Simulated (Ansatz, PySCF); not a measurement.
Species: sum formula HSO₃, net charge 0, doublet state. It need not be the lowest isomer of its formula. 
Coordinates optimised at B3LYP-D3(BJ)/def2-TZVP (Ansatz, an electronic-structure program):
```xyz
5

O     -0.9082    -0.6011    -0.8965
S     -0.0868    -0.0670     0.1818
O     -0.1101     1.3892     0.2183
O      1.2716    -0.5925     0.1475
H     -0.6381    -0.4927     1.3365
```
Charge 0, spin multiplicity 2.

Property: atomisation energy (electronic, to ground-state atoms), in eV. Correlated levels leave the core frozen unless marked. Open shells are spin-unrestricted. No spin-orbit coupling. No relativistic terms. 

```csv
level,program,atomisation energy (eV)
HF/aug-cc-pV(Q+d)Z,Ansatz,6.80
HF/cc-pV(Q+d)Z,Ansatz,6.79
PBE-D3(BJ)/def2-TZVPD,Ansatz + dftd3,17.49
PBE0/6-31G*,Ansatz,14.16
TPSSh-D4/def2-TZVPD,PySCF + dftd4,15.75
TPSSh/def2-TZVPD,PySCF,15.64
CAM-B3LYP-D4/def2-TZVPD,Ansatz + dftd4,15.71
B2PLYP/def2-TZVPD,Ansatz,15.60
CCSD/cc-pV(T+d)Z,Ansatz,14.01
```

The UHF reference is spin-contaminated (<S^2> 0.11 over the pure value in the largest basis). The Hartree-Fock reference is unstable (checked in the largest basis), which strains HF and MP2.
